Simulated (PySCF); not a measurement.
Which determinant of BeH lies lowest?

Unrestricted PBE0; basis Be def2-SVPD, H def2-SVPD; no relativity; PySCF 2.14. Outer shells of the fragments: Be 2s2; H 1s1.

Followed along the bond (rough minima from three points):

```csv
2Ms+1,unpaired,⟨S²⟩ at the start,R at minimum (Å),Te (eV)
2,σ ↑,0.75,1.35,0.00
4,"σ ↑↑, π ↑",3.75,none in the scan,≤ 5.29
```

Solutions found at the starting distance of 1.280 Å, counted from the lowest of them; the search is not exhaustive and high or unbound solutions are not listed, so other states can lie among these:

```csv
2Ms+1,unpaired,term,E (eV),⟨S²⟩,⟨Lz²⟩,μ (D)
2,σ ↑,²Σ⁺,0.00,0.75,0.00,-0.12
2,π ↑,²Π,2.28,0.78,1.00,-2.63
4,"σ ↑↑, π ↑",⁴Π,5.87,3.75,1.00,2.70
4,"σ ↑, π ↑↑",⁴Σ⁻,7.71,3.75,0.00,-0.05
4,σ ↑↑↑,⁴Σ⁺,9.68,3.75,0.00,-3.47
```

A term symbol is given only where ⟨S²⟩ and ⟨Lz²⟩ are close to those of a pure state; real π, δ and φ orbitals otherwise mix terms. A positive dipole means Be(−)H(+).

Counting both spins, an empty level lies below a filled one in some of these solutions, because spin and occupation are held.
